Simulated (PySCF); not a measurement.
Isomers of C5H8OS2Si.

All values: PBE0/pcSseg-1 (PySCF) at GFN2-xTB geometries, gas phase, one conformer each.

(1) Rank by the lowest Hirshfeld charge on any atom, lowest value first.
A. `[CH3:1][S:2][c:3]1[cH:4][cH:5][s:6][c:7]1[SiH2:8][OH:9]` with C1–S2–C3–C4 -99°, S6–C7–Si8–O9 -172°, C7–Si8–O9–H 4°
B. `[CH3:1][S:2][c:3]1[cH:4][c:5]([O:6][SiH3:7])[cH:8][s:9]1` with C1–S2–C3–C4 179°, C4–C5–O6–Si7 -4°
C. `[CH3:1][C:2]#[C:3][C@@H:4]1[CH2:5][S:6][Si@H:7]([OH:8])[S:9]1` with S6–Si7–O8–H -51°, C3–C4–C5–S6 -61°, C4–C5–S6–Si7 -44°, C5–S6–Si7–O8 137°, S6–Si7–S9–C4 12°
D. `[CH:1]#[C:2][C@@H:3]1[CH2:4][S:5][Si@@H:6]([O:7][CH3:8])[S:9]1` with S5–Si6–O7–C8 -77°, C2–C3–C4–S5 -64°, C3–C4–S5–Si6 -31°, C4–S5–Si6–O7 -115°, S5–Si6–S9–C3 26°
E. `[O:1]=[CH:2]/[CH:3]=[CH:4]\[SiH:5]1[S:6][CH2:7][CH2:8][S:9]1` with O1–C2–C3–C4 0°, C3–C4–Si5–S6 83°, C4–Si5–S6–C7 119°, Si5–S6–C7–C8 -42°, S6–C7–C8–S9 61°, C7–C8–S9–Si5 -43°
F. `[SiH3:1][S:2][CH2:3][c:4]1[cH:5][cH:6][c:7]([SH:8])[o:9]1` with Si1–S2–C3–C4 57°, S2–C3–C4–C5 94°, C6–C7–S8–H 180°

(2) Rank by dipole moment, highest first.
A. `[CH3:1][S:2][c:3]1[cH:4][cH:5][s:6][c:7]1[SiH2:8][OH:9]` with C1–S2–C3–C4 -99°, S6–C7–Si8–O9 -172°, C7–Si8–O9–H 4°
B. `[CH3:1][O:2][c:3]1[s:4][cH:5][cH:6][c:7]1[S:8][SiH3:9]` with C1–O2–C3–S4 -13°, C6–C7–S8–Si9 159°
C. `[O:1]=[CH:2]/[CH:3]=[CH:4]\[SiH:5]1[S:6][CH2:7][CH2:8][S:9]1` with O1–C2–C3–C4 0°, C3–C4–Si5–S6 83°, C4–Si5–S6–C7 119°, Si5–S6–C7–C8 -42°, S6–C7–C8–S9 61°, C7–C8–S9–Si5 -43°
D. `[SiH3:1][S:2][CH2:3][c:4]1[cH:5][cH:6][c:7]([SH:8])[o:9]1` with Si1–S2–C3–C4 57°, S2–C3–C4–C5 94°, C6–C7–S8–H 180°
E. `[CH:1]#[C:2][C@@H:3]1[CH2:4][S:5][Si@@H:6]([O:7][CH3:8])[S:9]1` with S5–Si6–O7–C8 -77°, C2–C3–C4–S5 -64°, C3–C4–S5–Si6 -31°, C4–S5–Si6–O7 -115°, S5–Si6–S9–C3 26°
F. `[CH:1]#[C:2][C:3](=[S:4])[S:5][SiH2:6][O:7][CH2:8][CH3:9]` with C2–C3–S5–Si6 180°, C3–S5–Si6–O7 -171°, S5–Si6–O7–C8 -56°, Si6–O7–C8–C9 167°

(3) Rank by LUMO energy, lowest first.
A. `[CH:1]#[C:2][C:3](=[S:4])[S:5][SiH2:6][O:7][CH2:8][CH3:9]` with C2–C3–S5–Si6 180°, C3–S5–Si6–O7 -171°, S5–Si6–O7–C8 -56°, Si6–O7–C8–C9 167°
B. `[CH3:1][C:2]#[C:3][C@@H:4]1[CH2:5][S:6][Si@@H:7]([OH:8])[S:9]1` with S6–Si7–O8–H 60°, C3–C4–C5–S6 -64°, C4–C5–S6–Si7 -30°, C5–S6–Si7–O8 -124°, S6–Si7–S9–C4 27°
C. `[O:1]=[CH:2]/[CH:3]=[CH:4]/[SiH:5]1[S:6][CH2:7][CH2:8][S:9]1` with O1–C2–C3–C4 178°, C3–C4–Si5–S6 -112°, C4–Si5–S6–C7 108°, Si5–S6–C7–C8 39°, S6–C7–C8–S9 -60°, C7–C8–S9–Si5 44°
D. `[CH3:1][S:2][c:3]1[cH:4][cH:5][s:6][c:7]1[SiH2:8][OH:9]` with C1–S2–C3–C4 -99°, S6–C7–Si8–O9 -172°, C7–Si8–O9–H 4°
E. `[CH3:1][c:2]1[cH:3][c:4]([SH:5]=[O:6])[s:7][c:8]1[SiH3:9]` with C3–C4–S5–O6 9°
F. `[CH3:1][O:2][c:3]1[s:4][cH:5][cH:6][c:7]1[S:8][SiH3:9]` with C1–O2–C3–S4 -13°, C6–C7–S8–Si9 159°

## Answers

(1) A (-0.319 e), C (-0.300 e), D (-0.223 e), B (-0.194 e), E (-0.144 e), F (-0.111 e).

(2) C (3.38 D), B (3.08 D), A (2.59 D), F (2.21 D), D (1.21 D), E (0.94 D).

(3) A (-2.86 eV), C (-2.34 eV), E (-1.31 eV), D (-1.14 eV), B (-0.47 eV), F (-0.29 eV).

All values together:

```csv
SMILES,μ (D),HOMO (eV),LUMO (eV),lowest IAO charge (e),highest IAO charge (e),lowest Hirshfeld charge (e),highest Hirshfeld charge (e)
COc1sccc1S[SiH3],3.08,-5.85,-0.29,-0.329 (C),+0.560 (Si),-0.093 (C),+0.274 (Si)
CC#C[C@@H]1CS[Si@H](O)S1,2.62,-7.02,-0.42,-0.779 (O),+0.966 (Si),-0.300 (O),+0.353 (Si)
C#C[C@@H]1CS[Si@H](OC)S1,1.13,-7.03,-0.52,-0.629 (O),+0.969 (Si),-0.222 (O),+0.348 (Si)
O=C/C=C/[SiH]1SCCS1,3.29,-7.26,-2.34,-0.401 (C),+0.752 (Si),-0.221 (O),+0.312 (Si)
O=C/C=C\[SiH]1SCCS1,3.38,-6.45,-2.92,-0.378 (O),+0.759 (Si),-0.144 (S),+0.267 (Si)
[SiH3]SCc1ccc(S)o1,1.21,-6.00,-0.37,-0.340 (C),+0.540 (Si),-0.111 (S),+0.275 (Si)
CSc1cc(O[SiH3])cs1,0.79,-5.82,-0.36,-0.581 (O),+0.872 (Si),-0.194 (O),+0.394 (Si)
C#CC(=S)S[SiH2]OCC,2.21,-6.93,-2.86,-0.646 (O),+0.926 (Si),-0.220 (O),+0.349 (Si)
Cc1cc([SH]=O)sc1[SiH3],2.86,-6.81,-1.31,-0.890 (O),+1.039 (S),-0.352 (O),+0.321 (S)
C#C[C@@H]1CS[Si@@H](OC)S1,0.94,-6.97,-0.58,-0.628 (O),+0.974 (Si),-0.223 (O),+0.346 (Si)
CSc1ccsc1[SiH2]O,2.59,-7.06,-1.14,-0.807 (O),+1.030 (Si),-0.319 (O),+0.382 (Si)
CC#C[C@@H]1CS[Si@@H](O)S1,1.48,-6.94,-0.47,-0.775 (O),+0.980 (Si),-0.299 (O),+0.351 (Si)
```

Conformers: `[CH3:1][O:2][c:3]1[s:4][cH:5][cH:6][c:7]1[S:8][SiH3:9]` with C1–O2–C3–S4 -13°, C6–C7–S8–Si9 159°; `[CH3:1][C:2]#[C:3][C@@H:4]1[CH2:5][S:6][Si@H:7]([OH:8])[S:9]1` with S6–Si7–O8–H -51°, C3–C4–C5–S6 -61°, C4–C5–S6–Si7 -44°, C5–S6–Si7–O8 137°, S6–Si7–S9–C4 12°; `[CH:1]#[C:2][C@@H:3]1[CH2:4][S:5][Si@H:6]([O:7][CH3:8])[S:9]1` with S5–Si6–O7–C8 68°, C2–C3–C4–S5 -62°, C3–C4–S5–Si6 -45°, C4–S5–Si6–O7 132°, S5–Si6–S9–C3 9°; `[O:1]=[CH:2]/[CH:3]=[CH:4]/[SiH:5]1[S:6][CH2:7][CH2:8][S:9]1` with O1–C2–C3–C4 178°, C3–C4–Si5–S6 -112°, C4–Si5–S6–C7 108°, Si5–S6–C7–C8 39°, S6–C7–C8–S9 -60°, C7–C8–S9–Si5 44°; `[O:1]=[CH:2]/[CH:3]=[CH:4]\[SiH:5]1[S:6][CH2:7][CH2:8][S:9]1` with O1–C2–C3–C4 0°, C3–C4–Si5–S6 83°, C4–Si5–S6–C7 119°, Si5–S6–C7–C8 -42°, S6–C7–C8–S9 61°, C7–C8–S9–Si5 -43°; `[SiH3:1][S:2][CH2:3][c:4]1[cH:5][cH:6][c:7]([SH:8])[o:9]1` with Si1–S2–C3–C4 57°, S2–C3–C4–C5 94°, C6–C7–S8–H 180°; `[CH3:1][S:2][c:3]1[cH:4][c:5]([O:6][SiH3:7])[cH:8][s:9]1` with C1–S2–C3–C4 179°, C4–C5–O6–Si7 -4°; `[CH:1]#[C:2][C:3](=[S:4])[S:5][SiH2:6][O:7][CH2:8][CH3:9]` with C2–C3–S5–Si6 180°, C3–S5–Si6–O7 -171°, S5–Si6–O7–C8 -56°, Si6–O7–C8–C9 167°; `[CH3:1][c:2]1[cH:3][c:4]([SH:5]=[O:6])[s:7][c:8]1[SiH3:9]` with C3–C4–S5–O6 9°; `[CH:1]#[C:2][C@@H:3]1[CH2:4][S:5][Si@@H:6]([O:7][CH3:8])[S:9]1` with S5–Si6–O7–C8 -77°, C2–C3–C4–S5 -64°, C3–C4–S5–Si6 -31°, C4–S5–Si6–O7 -115°, S5–Si6–S9–C3 26°; `[CH3:1][S:2][c:3]1[cH:4][cH:5][s:6][c:7]1[SiH2:8][OH:9]` with C1–S2–C3–C4 -99°, S6–C7–Si8–O9 -172°, C7–Si8–O9–H 4°; `[CH3:1][C:2]#[C:3][C@@H:4]1[CH2:5][S:6][Si@@H:7]([OH:8])[S:9]1` with S6–Si7–O8–H 60°, C3–C4–C5–S6 -64°, C4–C5–S6–Si7 -30°, C5–S6–Si7–O8 -124°, S6–Si7–S9–C4 27°.
